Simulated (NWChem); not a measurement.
All runs are NWChem calculations. System: H$_{4}$ClInO, charge 0, spin multiplicity 1, at a geometry optimised with B3LYP/def2-SVP with def2 effective core potentials on In. The structure started from a generated list of species. Level: PBE/def2-TZVPP with def2 effective core potentials on In.

NWChem printed:

```
             Northwest Computational Chemistry Package (NWChem) 7.3.0
             --------------------------------------------------------

                                NWChem Input Module
                                -------------------

 Scaling coordinates for geometry "geometry" by  1.889725989
 (inverse scale =  0.529177249)

                             Geometry "geometry" -> ""
                             -------------------------

 Output coordinates in angstroms (scale by  1.889725989 to convert to a.u.)

  No.       Tag          Charge          X              Y              Z
 ---- ---------------- ---------- -------------- -------------- --------------
    1 In                  49.0000    -0.64942700    -0.02297200     0.12240200
    2 H                    1.0000    -1.06620100     0.26666800     1.76474600
    3 H                    1.0000    -1.50565300    -0.56511400    -1.27430400
    4 Cl                  17.0000     1.41541900     1.13965400    -0.50437400
    5 O                    8.0000     0.96221900    -1.78846700     0.30280600
    6 H                    1.0000     1.69634100    -1.18458800     0.06170400
    7 H                    1.0000     0.93754700    -2.45771900    -0.39795500

 Effective nuclear repulsion energy (a.u.)     362.4220444136

            Nuclear Dipole moment (a.u.)
            ----------------------------
        X                 Y               Z
 ---------------- ---------------- ----------------
    -0.0000264562     0.0000018897    -0.0000396842


 Summary of "ao basis" -> "" (spherical)
 ------------------------------------------------------------------------------
       Tag                 Description            Shells   Functions and Types
 ---------------- ------------------------------  ------  ---------------------
 *                         def2-tzvpp                 on all atoms

 Summary of "ao basis" -> "ao basis" (spherical)
 ------------------------------------------------------------------------------
       Tag                 Description            Shells   Functions and Types
 ---------------- ------------------------------  ------  ---------------------
 In                        def2-tzvpp               16       50   6s5p3d2f
 H                         def2-tzvpp                6       14   3s2p1d
 Cl                        def2-tzvpp               14       42   5s5p3d1f
 O                         def2-tzvpp               11       31   5s3p2d1f

 Summary of "ao basis" -> "ao basis" (spherical)
 ------------------------------------------------------------------------------
       Tag                 Description            Shells   Functions and Types
 ---------------- ------------------------------  ------  ---------------------
 In                        def2-tzvpp               16       50   6s5p3d2f
 H                         def2-tzvpp                6       14   3s2p1d
 Cl                        def2-tzvpp               14       42   5s5p3d1f
 O                         def2-tzvpp               11       31   5s3p2d1f

            General Information
            -------------------
          SCF calculation type: DFT
          Wavefunction type:  closed shell.
          No. of atoms     :     7
          No. of electrons :    50
           Alpha electrons :    25
            Beta electrons :    25
          Charge           :     0
          Spin multiplicity:     1
          Use of symmetry is: off; symmetry adaption is: off
          Maximum number of iterations: 100
          AO basis - number of functions:   179
                     number of shells:    65
          Convergence on energy requested:  1.00D-06
          Convergence on density requested:  1.00D-05
          Convergence on gradient requested:  5.00D-04

              XC Information
              --------------
          PerdewBurkeErnzerhof Exchange Functional  1.000
            Perdew 1991 LDA Correlation Functional  1.000 local
           PerdewBurkeErnz. Correlation Functional  1.000 non-local

             Grid Information
             ----------------
          Grid used for XC integration:  medium
          Radial quadrature: Mura-Knowles
          Angular quadrature: Lebedev.
[...]
      -------------------------------
          Density screening/tol_rho:  1.00D-10
          AO Gaussian exp screening on grid/accAOfunc:  14
          CD Gaussian exp screening on grid/accCDfunc:  20
          XC Gaussian exp screening on grid/accXCfunc:  20
          Schwarz screening/accCoul:  1.00D-08

      Superposition of Atomic Density Guess
      -------------------------------------

 Sum of atomic energies:        -754.32065248

      Non-variational initial energy
      ------------------------------

 Total energy =    -725.847943
 1-e energy   =   -1438.169737
 2-e energy   =     529.992518
 HOMO         =      -0.336790
 LUMO         =      -0.000363

------------------------------------------------------------
EAF file 0: "./mol.aoints.0" size=524288 bytes
------------------------------------------------------------
               write      read    awrite     aread      wait
               -----      ----    ------     -----      ----
     calls:        1         0         0         0         0
   data(b): 5.24e+05  0.00e+00  0.00e+00  0.00e+00
   time(s): 0.00e+00  0.00e+00  0.00e+00  0.00e+00  0.00e+00
rate(mb/s): 0.00e+00  0.00e+00
------------------------------------------------------------

   convergence    iter        energy       DeltaE   RMS-Dens  Diis-err    time
 ---------------- ----- ----------------- --------- --------- ---------  ------
 d= 0,ls=0.0,diis     1   -727.7125644029 -9.10D+02  1.17D-02  1.22D+00     7.5
 d= 0,ls=0.0,diis     2   -727.6647316255  4.78D-02  5.35D-03  1.06D+00    10.1
 d= 0,ls=0.0,diis     3   -727.7565341524 -9.18D-02  1.54D-03  3.32D-01    12.7
 d= 0,ls=0.0,diis     4   -727.7886233033 -3.21D-02  5.07D-04  7.75D-03    15.2
 d= 0,ls=0.0,diis     5   -727.7893558081 -7.33D-04  1.76D-04  3.31D-03    17.6
  Resetting Diis
 d= 0,ls=0.0,diis     6   -727.7896883768 -3.33D-04  4.71D-05  4.80D-05    20.0
 d= 0,ls=0.0,diis     7   -727.7896916253 -3.25D-06  3.96D-05  8.55D-06    22.5
 d= 0,ls=0.0,diis     8   -727.7896905864  1.04D-06  2.29D-05  1.78D-05    24.9
 d= 0,ls=0.0,diis     9   -727.7896925562 -1.97D-06  2.45D-06  3.31D-07    27.6
 d= 0,ls=0.0,diis    10   -727.7896925880 -3.17D-08  5.71D-07  2.81D-08    30.2

         Total DFT energy =     -727.789692587964
      One electron energy =    -1440.551760152245
           Coulomb energy =      585.182595229825
    Exchange-Corr. energy =      -54.749803427036
 Nuclear repulsion energy =      182.329275761492

 Numeric. integr. density =       50.000035978400

     Total iterative time =     29.0s

                       DFT Final Molecular Orbital Analysis
                       ------------------------------------

 Vector   23  Occ=2.000000D+00  E=-2.773489D-01
              MO Center=  6.1D-01,  7.3D-01,  5.2D-04, r^2= 3.7D+00
   Bfn.  Coefficient  Atom+Function         Bfn.  Coefficient  Atom+Function
  ----- ------------  ---------------      ----- ------------  ---------------
    93      0.385669  4 Cl px                96      0.260667  4 Cl px
    94      0.201995  4 Cl py                90      0.180706  4 Cl px
    52      0.161844  2 H  s                 84     -0.151140  4 Cl px
    13     -0.147404  1 In px                53      0.136910  2 H  s
    97      0.135894  4 Cl py                10      0.131743  1 In px

 Vector   24  Occ=2.000000D+00  E=-2.587989D-01
              MO Center=  1.3D+00,  9.4D-01, -4.5D-01, r^2= 1.8D+00
   Bfn.  Coefficient  Atom+Function         Bfn.  Coefficient  Atom+Function
  ----- ------------  ---------------      ----- ------------  ---------------
    94      0.444889  4 Cl py                97      0.305722  4 Cl py
    93     -0.239521  4 Cl px                91      0.209392  4 Cl py
    85     -0.174522  4 Cl py                96     -0.167752  4 Cl px
    90     -0.113926  4 Cl px               127      0.095748  5 O  py
    84      0.094470  4 Cl px               130      0.080158  5 O  py

 Vector   25  Occ=2.000000D+00  E=-2.432535D-01
              MO Center=  7.8D-01,  8.2D-01, -3.3D-01, r^2= 3.3D+00
   Bfn.  Coefficient  Atom+Function         Bfn.  Coefficient  Atom+Function
  ----- ------------  ---------------      ----- ------------  ---------------
    95      0.446875  4 Cl pz                98      0.320296  4 Cl pz
    92      0.215908  4 Cl pz                86     -0.176911  4 Cl pz
    67      0.140849  3 H  s                 53     -0.135576  2 H  s
    52     -0.124095  2 H  s                 66      0.123922  3 H  s
    94      0.117216  4 Cl py                25      0.104391  1 In d  1

 Vector   26  Occ=0.000000D+00  E=-6.221422D-02
              MO Center= -4.4D-01, -4.7D-01, -1.9D-02, r^2= 6.6D+00
   Bfn.  Coefficient  Atom+Function         Bfn.  Coefficient  Atom+Function
  ----- ------------  ---------------      ----- ------------  ---------------
   125      0.458364  5 O  s                 20      0.388199  1 In py
   168     -0.384801  7 H  s                 17      0.333930  1 In py
    14      0.270962  1 In py                11     -0.230873  1 In py
    19     -0.164335  1 In px               124      0.147865  5 O  s
    16     -0.145115  1 In px               167     -0.122720  7 H  s

 Vector   27  Occ=0.000000D+00  E=-4.358432D-02
              MO Center= -2.5D-01, -4.7D-02, -2.8D-02, r^2= 6.3D+00
   Bfn.  Coefficient  Atom+Function         Bfn.  Coefficient  Atom+Function
  ----- ------------  ---------------      ----- ------------  ---------------
     6      0.721608  1 In s                  5      0.627809  1 In s
    67     -0.516988  3 H  s                 53     -0.502510  2 H  s
     2      0.463622  1 In s                  1     -0.341343  1 In s
   168      0.340136  7 H  s                 19      0.328296  1 In px
   125     -0.297776  5 O  s                  3     -0.289599  1 In s

 Vector   28  Occ=0.000000D+00  E=-1.019609D-02
              MO Center= -1.1D+00, -5.2D-01,  1.8D-01, r^2= 6.1D+00
   Bfn.  Coefficient  Atom+Function         Bfn.  Coefficient  Atom+Function
  ----- ------------  ---------------      ----- ------------  ---------------
     6      0.819499  1 In s                 53     -0.736100  2 H  s
    67     -0.733524  3 H  s                 19     -0.485677  1 In px
     5      0.430872  1 In s                 16     -0.370884  1 In px
   168     -0.371544  7 H  s                125      0.325725  5 O  s
     2      0.283437  1 In s                 20     -0.230644  1 In py

 center of mass
 --------------
 x =  -0.10759061 y =   0.05155179 z =   0.01585937

 moments of inertia (a.u.)
 ------------------
         433.597791841594         -96.718220576900         105.666892455071
         -96.718220576900         560.670895352420          96.463666084287
         105.666892455071          96.463666084287         872.776168694766

     Multipole analysis of the density
     ---------------------------------

     L   x y z        total         alpha         beta         nuclear
     -   - - -        -----         -----         ----         -------
     0   0 0 0     -0.000000    -25.000000    -25.000000     50.000000

     1   1 0 0     -0.295526    -17.329097    -17.329097     34.362668
     1   0 1 0     -1.262262     -1.238883     -1.238883      1.215504
     1   0 0 1     -0.121624      3.177495      3.177495     -6.476614

     2   2 0 0    -32.957941   -119.115137   -119.115137    205.272333
     2   1 1 0     -4.307421    -20.404460    -20.404460     36.501499
     2   1 0 1     -0.335524     20.733754     20.733754    -41.803032
     2   0 2 0    -30.001021   -114.122335   -114.122335    198.243649
     2   0 1 1      2.265033     22.679643     22.679643    -43.094254
     2   0 0 2    -35.297995    -35.992121    -35.992121     36.686247

 Task  times  cpu:       30.2s     wall:       30.2s

 Total times  cpu:       30.2s     wall:       30.2s
```

Task: Write an NWChem input that would produce this output.

Result: Several could match; the one computed here: 
```
start mol
memory heap 200 mb stack 900 mb global 1100 mb
geometry units angstroms nocenter noautoz noautosym
  In    -0.649427    -0.022972     0.122402
  H     -1.066201     0.266668     1.764746
  H     -1.505653    -0.565114    -1.274304
  Cl     1.415419     1.139654    -0.504374
  O      0.962219    -1.788467     0.302806
  H      1.696341    -1.184588     0.061704
  H      0.937547    -2.457719    -0.397955
end
basis spherical
  * library def2-tzvpp
end
ecp
  In library def2-ecp
end
dft
  xc xpbe96 cpbe96
  semidirect memsize 60000000 filesize 0
  iterations 100
end
task dft energy
```
